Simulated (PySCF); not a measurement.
An element was calculated at PBE (PySCF 2.14, ECP, a triple-zeta basis, no spin-orbit coupling), in the ground configurations that NIST lists.

| Item | Value |
| --- | --- |
| electron affinity | 1.151 eV |
| first ionisation energy | 7.913 eV |
| second ionisation energy | 18.363 eV |
| third ionisation energy | 31.107 eV |
| polarisability of the atom | 52.7 bohr³ |

Problem. Which element is it?

Solution. Rhodium (Rh, Z = 45), in aug-cc-pVTZ-PP with ECP28MDF. NIST lists 7.459, 18.08, 31.06 eV for these ionisation energies.
